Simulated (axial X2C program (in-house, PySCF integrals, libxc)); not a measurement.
## Outer orbitals of MoS⁺ at 2.064 Å, HF

All values were computed with an in-house all-electron X2C program for linear molecules (integrals from PySCF). Spin-free means the one-electron spin-free X2C Hamiltonian; two-component (2c) means X2C with spin–orbit coupling and atomic mean-field two-electron Coulomb and Gaunt terms, so the difference of the two also holds small scalar two-electron terms. Basis: Mo dyall-cv3z [11s12p9d5f3g], S dyall-av3z [9s8p3d2f] (cores contracted in-house); Gaussian nuclei, density fitting, unrestricted open shells. Masses: Mo 97.905 u, S 31.972 u.

The distance is close to the 2c PBE0 minimum; the highest filled and lowest empty levels are listed.

Spin-free orbitals, state M_S = 3/2, Λ = 0 (beyond evenly filled blocks: σα, δ+α, δ-α) (Löwdin shares):

```csv
symmetry,occupied,ε (eV),atomic character
σβ,yes,-32.54,"68% S s, 12% Mo d, 10% Mo p"
σα,yes,-28.54,"62% S s, 17% Mo d, 10% Mo p"
σα,yes,-18.82,"45% Mo d, 44% S p, 8% S s"
π+β,yes,-18.54,"77% S p, 11% Mo d, 6% Mo f"
π-β,yes,-18.54,"77% S p, 11% Mo d, 6% Mo f"
σβ,yes,-18.07,"76% S p, 14% Mo d, 3% Mo s"
δ+α,yes,-17.40,98% Mo d
δ-α,yes,-17.40,98% Mo d
π+α,yes,-17.22,"74% Mo d, 18% S p, 4% S d"
π-α,yes,-17.22,"74% Mo d, 18% S p, 4% S d"
σα,yes,-14.64,"37% S p, 30% Mo s, 27% Mo d"
π+α,no,-5.58,"47% S p, 29% Mo p, 18% Mo d"
π-α,no,-5.58,"47% S p, 29% Mo p, 18% Mo d"
σα,no,-4.86,"45% Mo p, 34% Mo s, 8% Mo d"
σβ,no,-4.59,"63% Mo s, 21% Mo p, 7% S s"
```

Spinors with spin–orbit coupling (state Ω = 3/2):

```
   ω  occupied  ε (eV)             atomic character    λ mixture
-1/2       yes  -32.54  68% S s, 12% Mo d, 10% Mo p       100% σ
 1/2       yes  -28.55  62% S s, 17% Mo d, 10% Mo p       100% σ
 1/2       yes  -18.83    45% Mo d, 44% S p, 8% S s  99% σ, 1% π
 1/2       yes  -18.57   76% S p, 11% Mo d, 6% Mo f  99% π, 1% σ
-3/2       yes  -18.50   76% S p, 11% Mo d, 6% Mo f       100% π
-1/2       yes  -18.07   76% S p, 14% Mo d, 3% Mo s       100% σ
-3/2       yes  -17.51                     98% Mo d       100% δ
 5/2       yes  -17.30                     98% Mo d       100% δ
-1/2       yes  -17.28    74% Mo d, 18% S p, 4% S d       100% π
 3/2       yes  -17.18    74% Mo d, 18% S p, 4% S d       100% π
 1/2       yes  -14.64  37% S p, 30% Mo s, 27% Mo d       100% σ
-1/2        no   -5.62  47% S p, 29% Mo p, 18% Mo d       100% π
 3/2        no   -5.54  47% S p, 29% Mo p, 18% Mo d       100% π
 1/2        no   -4.85  45% Mo p, 34% Mo s, 8% Mo d       100% σ
-1/2        no   -4.59   63% Mo s, 21% Mo p, 7% S s       100% σ
```

Task: How does the gap between the highest filled and lowest empty level change from the spin-free to the 2c table?

Result: From 9.06 to 9.02 eV at HF, a change of -0.04 eV.

Mulliken charges and populations of the two-component result (they depend on the basis, above all on diffuse functions):

Mo 0.72 e (s 8.51 p 18.13 d 14.60 f 0.04 g 0.01), S 0.28 e (s 5.87 p 9.77 d 0.08 f 0.01). ⟨Lz⟩ = 0.00 ħ and ⟨Sz⟩ = 1.50 ħ (2.27 and -0.77 on the two atoms), which add up to Ω.

Occupations by symmetry block were frozen at the best pattern of an incomplete PBE0 search. With several unpaired electrons one determinant need not be a pure state. This is the top spin component of a Σ state; components of lower Ω are not single determinants and can lie lower. The determinant is spin-polarised beyond a pure state at some levels (its spin-free form has ⟨S²⟩ too high), which makes Re and μ there less reliable.
